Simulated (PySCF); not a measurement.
HO3S (SMILES O=S(=O)=[OH+]), charge +1, singlet, at a GFN2-xTB geometry, with bond 3-2 at 2.2 times its length; PySCF with PBE0/STO-3G.

The PySCF input:
```python
from pyscf import gto, scf, dft

mol = gto.M(
    atom='''
O    -0.61319824    1.18992875   -0.52105989
S    -0.12090200   -0.00478382   -0.00062349
O    -1.60887671   -2.46435300    1.01568765
O     1.39317081   -0.12325721    0.08327097
H     2.07268455    0.52532719   -0.17840183
''',
    basis='sto-3g',
    charge=1,
    verbose=4,
)

mf = dft.RKS(mol)
mf.xc = 'pbe0'
mf.kernel()
mo_i, mo_e, stable_i, stable_e = mf.stability(internal=True, external=True, return_status=True, nroots=6, tol=1e-6)
print('internally stable:', stable_i, ' externally stable:', stable_e)
if not stable_e:
    umf = mf.to_uhf() if not hasattr(mf, 'xc') else mf.to_uks()
    umf.scf_summary = {}
    umf.kernel(umf.make_rdm1(mo_e, umf.mo_occ))
mf.analyze()
```

Q: What does PySCF print? Leave out banner, timings and long lists.

A: 
```
PySCF version 2.14.0

[INPUT] verbose = 4
[INPUT] num. atoms = 5
[INPUT] num. electrons = 40
[INPUT] charge = 1
[INPUT] spin (= nelec alpha-beta = 2S) = 0
[INPUT] symmetry False subgroup None
[INPUT] Mole.unit = angstrom
[INPUT] Symbol           X                Y                Z      unit          X                Y                Z       unit  Magmom
[...]
nuclear repulsion = 156.459336536784
number of shells = 15
number of NR pGTOs = 75
number of NR cGTOs = 25
basis = sto-3g
ecp = {}

******** <class 'pyscf.dft.rks.RKS'> ********
method = RKS
initial guess = minao
damping factor = 0
level_shift factor = 0
DIIS = <class 'pyscf.scf.diis.CDIIS'>
diis_start_cycle = 1
diis_space = 8
diis_damp = 0
SCF conv_tol = 1e-09
SCF conv_tol_grad = None
SCF max_cycles = 50
direct_scf = True
direct_scf_tol = 1e-13
XC library pyscf.dft.libxc version 7.1.2
    S. Lehtola, C. Steigemann, M. J. T. Oliveira, and M. A. L. Marques,  SoftwareX 7, 1–5 (2018)
XC functionals = pbe0
    C. Adamo and V. Barone,  J. Chem. Phys. 110, 6158 (1999)
    M. Ernzerhof and G. E. Scuseria,  J. Chem. Phys. 110, 5029 (1999)
radial grids:
    Treutler-Ahlrichs [JCP 102, 346 (1995); DOI:10.1063/1.469408] (M4) radial grids

becke partition: Becke, JCP 88, 2547 (1988); DOI:10.1063/1.454033
pruning grids: <function nwchem_prune>
grids dens level: 3
symmetrized grids: False
atomic radii adjust function: <function treutler_atomic_radii_adjust>
small_rho_cutoff = 0
Set gradient conv threshold to 3.16228e-05
Initial guess from minao.
tot grids = 70936
init E= -616.834453351042
cycle= 1 E= -615.651784748255  delta_E= 1.18  |g|= 0.782  |ddm|= 3.56

cycle= 2 E= -614.678598095631  delta_E= 0.973  |g|= 1.14  |ddm|=    4
cycle= 3 E= -613.137673705988  delta_E= 1.54  |g|= 1.26  |ddm|= 4.39
cycle= 4 E= -608.734329851745  delta_E=  4.4  |g|= 0.759  |ddm|=  6.9
cycle= 5 E= -615.888790530164  delta_E= -7.15  |g|= 0.188  |ddm|= 6.34
cycle= 6 E= -615.876581060119  delta_E= 0.0122  |g|= 0.236  |ddm|= 0.44
cycle= 7 E= -615.891281080597  delta_E= -0.0147  |g|= 0.133  |ddm|= 0.212
cycle= 8 E= -615.880840898548  delta_E= 0.0104  |g|= 0.178  |ddm|= 0.136
cycle= 9 E= -615.903557323566  delta_E= -0.0227  |g|= 0.0549  |ddm|= 0.457
cycle= 10 E= -615.867019894966  delta_E= 0.0365  |g|= 0.226  |ddm|= 1.39
cycle= 11 E= -615.843914772172  delta_E= 0.0231  |g|= 0.298  |ddm|= 0.159
cycle= 12 E= -615.907969320181  delta_E= -0.0641  |g|= 0.0101  |ddm|= 0.92
cycle= 13 E= -615.908062900355  delta_E= -9.36e-05  |g|= 0.00329  |ddm|= 0.0309
cycle= 14 E= -615.908080806467  delta_E= -1.79e-05  |g|= 0.00104  |ddm|= 0.0176
cycle= 15 E= -615.908082933704  delta_E= -2.13e-06  |g|= 8.04e-05  |ddm|= 0.00912
cycle= 16 E= -615.90808296861  delta_E= -3.49e-08  |g|= 7.83e-05  |ddm|= 0.00076
cycle= 17 E= -615.908082989207  delta_E= -2.06e-08  |g|= 6.51e-05  |ddm|= 0.000462
cycle= 18 E= -615.908082169504  delta_E= 8.2e-07  |g|= 9.58e-05  |ddm|= 0.023
cycle= 19 E= -615.908081809852  delta_E= 3.6e-07  |g|= 3.97e-05  |ddm|= 0.0235
cycle= 20 E= -615.908081802733  delta_E= 7.12e-09  |g|= 1.52e-05  |ddm|= 0.00331
cycle= 21 E= -615.908081807344  delta_E= -4.61e-09  |g|= 1.06e-05  |ddm|= 0.003
cycle= 22 E= -615.9080818083  delta_E= -9.55e-10  |g|= 2.69e-06  |ddm|= 0.00129
Extra cycle  E= -615.908081808289  delta_E= 1.03e-11  |g|= 4.99e-06  |ddm|= 6.23e-05
converged SCF energy = -615.908081808289
rhf_internal: lowest eigs of H = [-0.00677193 -0.00562664  0.03286157  0.51788137  0.57636036  0.84715688]
<class 'pyscf.dft.rks.RKS'> wavefunction has an internal instability
rhf_real2complex: lowest eigs of H = [-0.08077103 -0.07642869  0.00414525  0.00857235  0.10441881  0.16702195]
<class 'pyscf.dft.rks.RKS'> wavefunction has an real -> complex instability
rhf_external: lowest eigs of H = [-0.18887173 -0.18098952 -0.02346136  0.00055789  0.03335024  0.06269055]
<class 'pyscf.dft.rks.RKS'> wavefunction has an RHF/RKS -> UHF/UKS instability
internally stable: False  externally stable: False

******** <class 'pyscf.dft.uks.UKS'> ********
method = UKS
initial guess = minao
damping factor = 0
level_shift factor = 0
DIIS = <class 'pyscf.scf.diis.CDIIS'>
diis_start_cycle = 1
diis_space = 8
diis_damp = 0
SCF conv_tol = 1e-09
SCF conv_tol_grad = None
SCF max_cycles = 50
direct_scf = True
direct_scf_tol = 1e-13
number electrons alpha = 20  beta = 20
XC library pyscf.dft.libxc version 7.1.2
    S. Lehtola, C. Steigemann, M. J. T. Oliveira, and M. A. L. Marques,  SoftwareX 7, 1–5 (2018)
XC functionals = pbe0
    C. Adamo and V. Barone,  J. Chem. Phys. 110, 6158 (1999)
    M. Ernzerhof and G. E. Scuseria,  J. Chem. Phys. 110, 5029 (1999)
radial grids:
    Treutler-Ahlrichs [JCP 102, 346 (1995); DOI:10.1063/1.469408] (M4) radial grids

becke partition: Becke, JCP 88, 2547 (1988); DOI:10.1063/1.454033
pruning grids: <function nwchem_prune>
grids dens level: 3
symmetrized grids: False
atomic radii adjust function: <function treutler_atomic_radii_adjust>
small_rho_cutoff = 0
Set gradient conv threshold to 3.16228e-05
init E= -615.975691913257
cycle= 1 E= -615.999017754884  delta_E= -0.0233  |g|= 0.0293  |ddm|= 0.352
cycle= 2 E= -616.003077458905  delta_E= -0.00406  |g|= 0.0128  |ddm|= 0.15
cycle= 3 E= -616.003149120882  delta_E= -7.17e-05  |g|= 0.0296  |ddm|= 0.107
cycle= 4 E= -616.003684393914  delta_E= -0.000535  |g|= 0.00481  |ddm|= 0.0435
cycle= 5 E= -616.003742068226  delta_E= -5.77e-05  |g|= 0.00137  |ddm|= 0.0394
cycle= 6 E= -616.003744905187  delta_E= -2.84e-06  |g|= 0.000185  |ddm|= 0.00542
cycle= 7 E= -616.003745457  delta_E= -5.52e-07  |g|= 0.000157  |ddm|= 0.00342
cycle= 8 E= -616.003744531489  delta_E= 9.26e-07  |g|= 8.97e-05  |ddm|= 0.00764
cycle= 9 E= -616.00374441502  delta_E= 1.16e-07  |g|= 2.03e-05  |ddm|= 0.00401
cycle= 10 E= -616.003744417403  delta_E= -2.38e-09  |g|= 1.94e-05  |ddm|= 0.00013
cycle= 11 E= -616.003744425255  delta_E= -7.85e-09  |g|= 1.89e-05  |ddm|= 0.00034
cycle= 12 E= -616.003744435918  delta_E= -1.07e-08  |g|= 1.82e-05  |ddm|= 0.000451
cycle= 13 E= -616.003744438176  delta_E= -2.26e-09  |g|= 1.82e-05  |ddm|= 8.93e-05
cycle= 14 E= -616.003744433663  delta_E= 4.51e-09  |g|= 1.82e-05  |ddm|= 0.000178
cycle= 15 E= -616.00374438238  delta_E= 5.13e-08  |g|= 1.82e-05  |ddm|= 0.00203
cycle= 16 E= -616.003744268998  delta_E= 1.13e-07  |g|= 1.79e-05  |ddm|= 0.00458
cycle= 17 E= -616.003744138782  delta_E= 1.3e-07  |g|= 1.77e-05  |ddm|= 0.00542
cycle= 18 E= -616.003744107766  delta_E= 3.1e-08  |g|= 1.77e-05  |ddm|= 0.00133
cycle= 19 E= -616.003744107676  delta_E= 9.04e-11  |g|= 1.77e-05  |ddm|= 3.58e-05
Extra cycle  E= -616.003744109904  delta_E= -2.23e-09  |g|= 1.77e-05  |ddm|= 9.08e-05
converged SCF energy = -616.003744109904  <S^2> = 0.99997851  2S+1 = 2.2360488
**** SCF Summaries ****
Total Energy =                        -615.908081808289239
Nuclear Repulsion Energy =             156.459336536784093
One-electron Energy =                -1151.804500632805002
Two-electron Energy =                  379.437082287731641
Two-electron Coulomb Energy =          430.613886134824725
DFT Exchange-Correlation Energy =      -51.176803847093097
**** MO energy ****
[...]
 ** Mulliken pop on meta-lowdin orthogonal AOs  **
 ** Mulliken pop  **
[...]
 ** Mulliken atomic charges  **
charge of    0O =     -0.15169
charge of    1S =      0.98116
charge of    2O =      0.07716
charge of    3O =     -0.16962
charge of    4H =      0.26299

WARN: System has nonzero charge 1; the dipole moment is origin-dependent.
Location of origin: [0. 0. 0.]

Dipole moment(X, Y, Z, Debye):  1.75788,  0.38678, -0.12630
```
